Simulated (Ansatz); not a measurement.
Stepwise reaction of `C[NH][GeH2][NH]C` with hydrogen fluoride, as a gas-phase model of exchange steps in deposition or etching. ΔE in kJ/mol.

Isolated molecules relaxed with PBE0-D4/def2-TZVP in Ansatz; ΔE leaves out vibrations. CCSD(T)/CBS adds triple-zeta CCSD(T) − MP2 to the extrapolated MP2 energy (def2 sets, frozen cores). This one scheme is used for every species. DFT in def2-TZVPP. B3LYP here is the variant with VWN-RPA as its local correlation; programs differ in this. For Ge outer-core shells are correlated without core-valence functions, which leaves a few kJ/mol of doubt a bond. Scalar relativity is left out up to krypton. Each species was taken in one conformer, which may not be the lowest.

| step | reaction | PBE-D4 | B3LYP-D4 | ωB97M-V | CCSD(T)/CBS |
| --- | --- | --- | --- | --- | --- |
| 1 | `C[NH][GeH2][NH]C` + H–F → `C[NH][GeH2][F]` + CH₃NH₂ | -65.1 | -69.2 | -68.9 | -59.0 |
| 2 | `C[NH][GeH2][F]` + H–F → `[F][GeH2][F]` + CH₃NH₂ | -44.7 | -48.5 | -48.3 | -37.5 |

Question: By hand: ΔE of the 2 steps together at CCSD(T)/CBS.

Answer: (-59.0) + (-37.5) = -96.5 kJ/mol, or -48.2 kJ/mol a step.

In ΔE each step is higher than the one before. All are downhill at CCSD(T)/CBS. PBE-D4 differs from CCSD(T)/CBS by -7.2 to -6.1 kJ/mol a step. Isolated molecules leave out the surface, adducts and barriers. Largest T1 diagnostic: 0.012.
